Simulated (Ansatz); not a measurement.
**Question.** Name a neutral molecule of B, F, Ge, N, O and H with HOMO–LUMO gap (B3LYP/def2-TZVPP) between 7.25 and 7.55 eV and HOMO energy (PBE0/def2-TZVPP) between -7.85 and -7.55 eV (Ansatz, PBE0-D4/def2-TZVP geometry).

**Answer.** `NB(F)[O][GeH3]` (7.53 eV, -7.81 eV). Other molecules can fit too; these were computed, each in one conformer that needn't be the lowest.

B3LYP here is the variant with VWN-RPA as its local correlation; programs differ in this.
